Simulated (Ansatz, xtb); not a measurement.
**BH8NOSi2: 3 structures ranked**

3 gas-phase structures of BH8NOSi2, from a drawn sample of its isomers (lower ones may exist). Each was relaxed with GFN2-xTB; where two conformers were screened, the lower at r2SCAN-D4/def2-SVP is listed:

A. `B[SiH2]N[SiH2]O`, a singlet
B. a singlet given by its coordinates
C. `BN([SiH3])[SiH2]O`, a singlet

B (Å):

```xyz
13

B     0.8083   -0.6961   -0.1115
N    -1.4613    0.7369   -1.0157
O    -0.4482   -1.5603   -0.7031
Si    0.1450    1.1509   -0.3188
Si   -1.8700   -0.8806   -1.2678
H     1.7357   -1.0079   -0.7958
H     0.9437   -1.0898    1.0077
H    -0.2223    2.0321    0.8149
H     0.6796    2.1150   -1.3099
H    -2.1020    1.4735   -1.2502
H    -2.9251   -1.4358   -0.4168
H    -1.9772   -1.3318   -2.6571
H    -0.2843   -2.5010   -0.6776
```

Close contacts (Å): B1–O3 1.64, B1–Si4 1.97, N2–Si4 1.80, N2–Si5 1.69, O3–Si5 1.67, B1–H6 1.19, B1–H7 1.19, N2–H10 1.00, O3–H13 0.96, Si4–H8 1.48, Si4–H9 1.48, Si5–H11 1.46, Si5–H12 1.46.

Q: Which do you expect lowest at r2SCAN-D4/def2-SVP, and how would the others follow?

A: Calculated order at r2SCAN-D4/def2-SVP: C (0.0), B (22.7), A (40.8) kcal/mol.

Energies above the lowest of each column, in kcal/mol; the last columns are at B3LYP-D3(BJ)/def2-SVP geometries:

| structure | GFN2-xTB | HF/STO-3G | r2SCAN-D4/def2-SVP | B3LYP-D3(BJ)/def2-SVP | CCSD(T)/def2-SVP + ΔMP2/def2-TZVPP |
| --- | --- | --- | --- | --- | --- |
| C | 0.0 | 0.0 | 0.0 | 0.0 | 0.0 |
| B | 24.6 | 5.5 | 22.7 | 23.5 | 25.0 |
| A | 39.7 | 53.0 | 40.8 | 38.7 | 36.1 |

Every level run on C puts it lowest or level with the lowest. Flexible structures stand in one conformer each, not always the lowest. The ΔMP2 step shifts differences by up to 4.0 kcal/mol, which makes them less sure. ΔMP2 is the change of the MP2 energy from the smaller to the larger basis.

Programs: Ansatz 0.2.0, xtb 6.7.1.
